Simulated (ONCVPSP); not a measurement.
**PBE ONCV dataset for Mg, non-relativistic all-electron reference.**

ONCVPSP 4.0.1 input, shortened (lines: element, Z, core and valence counts, functional; n l f; lmax; l rc ep ncon nbas qcut; lloc lpopt rc5 dvloc0; l nproj debl; icmod fcfact rcfact), PBE, non-relativistic:

```
  Mg 12.00    2    2        4      upf
    1    0    2.00
    2    0    2.00
    2    1    6.00
    3    0    1.00
    2
    0    1.80    0.00    4    9    3.00
    1    0.60    0.00    4    8   16.00
    2    1.65    0.02    4    7    6.60
    4    5    0.45    4.00
    0    2    3.50
    1    2    1.80
    2    2    3.20
    3    5.25    1.20
```

In the p channel the program set the typed energies aside and used -2.047, 0.250 Ha.

All-electron outer shells of the reference configuration (PBE, non-relativistic, ld1.x):

```csv
shell,level (eV),outermost node (bohr),outermost maximum (bohr)
2s,-88.61,0.18,0.55
2p,-55.70,–,0.48
3s,-11.36,0.90,2.38
```

(1) Estimate the cutoffs (Ha) at which the residual kinetic energy of the hardest occupied pseudo-wave falls to 1 and 0.1 mHa per electron.

(2) What does a ghost test show?

(3) Which valence shell sets the plane-wave cutoff?

(4) Tests: 2p6 3s2; 2p6 3s0; 2p6 3s1.5; 2p6 3s0 3p2. Which has the largest error in its energy relative to the reference configuration, and how large is it?

Results:

(1) 172 Ha and 530 Ha.

(2) Ghosts flagged at negative energy: s at -42.5 eV; GHOST(+) flagged for d at 0.21 eV. A true bound ghost makes a file unfit for plane-wave use.

(3) 2p: 172 Ha for 1 mHa per electron, against 4 Ha for 3s.

(4) 2p6 3s0, with +38 meV (all-electron minus pseudo) on +15.00 eV.
